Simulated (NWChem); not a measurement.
Species: Si₂H₃F, singlet; SMILES [SiH3][Si]F

```xyz
6

Si     0.5223    -0.8814     0.4468
F     -0.6483    -1.4746    -0.5436
Si    -0.0806     1.4523     0.0701
H      0.7829     2.4131     0.8287
H     -1.5071     1.6731     0.4788
H      0.0310     1.7682    -1.3923
```
Atoms are numbered in this order, from 1.

Results from NWChem. Low-valent species are run as closed-shell singlets; no triplet was tried in these runs. Structure relaxed at the PBE0/def2-SVP level. Level: PBE0/def2-SVP with SMD (1 M gas to 1 M solution), gas-phase geometry. Reactions with the solvent are ignored.

For solvent n-hexane:

```
Quantity                                     Value
-------------------------------------------  -----
solvation free energy (kcal/mol)              -1.9
cavity-dispersion-structure term (kcal/mol)   -0.8
dipole in solution (D)                        0.99
```

Q: What are these values for solvent water?

A: The solvation free energy (kcal/mol) is 0.0, the cavity-dispersion-structure term (kcal/mol) is 2.4 and the dipole in solution (D) is 1.14.
